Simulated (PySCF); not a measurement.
NMR data simulated for an unnamed compound:

¹H NMR (500 MHz, computed): δ 4.77 (br s, 1H), 4.15 (br s, 1H), 3.27 (m, 1H), 2.70 (m, 1H), 2.31 (s, 3H), 2.01 (s, 3H), 1.42 (m, 1H), 1.36 (m, 1H).

¹³C{¹H} NMR (computed): δ 157.3 (C), 105.4 (CH2), 90.0 (C), 81.2 (C), 28.9 (CH3), 18.0 (C), 16.9 (CH2), 5.2 (CH3).

[PySCF: σ from GIAO-PBE0/pcSseg-1; coordinates at the GFN2-xTB level; rapidly exchanging positions averaged; non-relativistic Hamiltonian; no solvent model; one conformer]

Scale: TMS for ¹H (31.72 ppm), ¹³C (186.93 ppm) (reference shieldings calculated alike).

**Question.** Which of these does the molecule contain: an aldehyde, a tert-butyl group, an ester, a C≡C triple bond, a Si–H bond, a three-membered ring?

**Answer.** 
- An aldehyde: no.
- A tert-butyl group: no.
- An ester: no.
- A C≡C triple bond: yes (δC 90.0, 81.2).
- A Si–H bond: yes (δH 2.70 (m), 3.27 (m)).
- A three-membered ring: yes.

The data belong to `C([C@@]1(C(=C)C)C[SiH2]1)#CC`, C₈H₁₂Si; they needn't prove each group on their own.

Carbon signals by region: 2 in the sp2 and nitrile region (100–160 ppm), 2 at 50–100 ppm, 4 below 50 ppm.

Shifts are as computed. Against solution values, carbons near 30 ppm lie about +3 ppm off and those near 130 ppm about +5 ppm. Of 1309 compounds with measured shifts, 239 miss one by over three times the rms of a fit or turn the order of signals round; such compounds aren't used in these exercises. Multiplicities follow the n + 1 count of equivalent neighbours, as no J values were calculated; m marks all less simple cases, F and P coupling included.
